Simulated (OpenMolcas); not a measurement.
Pm3+ among 6 point charges of -1.5 e arranged as a tetragonal octahedron (D4h). The axial distance is 1.01 times the equatorial one, R.

```yaml
Program: OpenMolcas 26.06
Method: CASSCF
Basis: ANO-RCC-VDZP [7s6p4d2f1g]
Scalar_Hamiltonian: DKH2, point nucleus
Active_space: 4 electrons in 7 orbitals (4f)
State_averaging: 2S+1 = 5 even, 35 roots (33 in the spin-orbit step); 2S+1 = 3 even, 117 roots kept (CI in the orbitals of an earlier block, 106 in the spin-orbit step); 2S+1 = 1 even, 75 roots kept (CI in the orbitals of an earlier block, 31 in the spin-orbit step)
Spin-orbit_coupling: state interaction with AMFI integrals over the reference wave functions
```

All point charges move together. At R = 2.89 Å the width of the lowest J multiplet is 89 cm-1, and at R = 3.14 Å it is 60 cm-1.

Question: A third run gives 128 cm-1. What distance was it run at?

Answer: With a power law R^-n the two known points give n = -ln(60 / 89) / ln(3.14 / 2.89) = 4.75. Then R = 2.89 × (89 / 128)^(1/4.75) = 2.677 Å. The run was at 2.68 Å, so the estimate is off by -0.003 Å.

High states are left out of the spin-orbit mixing, which shifts the levels that they would mix with. Point charges carry no covalency, so the field is a model and not that of real ligands. A group larger than the point group allows holds several states that coincide in this model. No measured value stands beside these numbers.
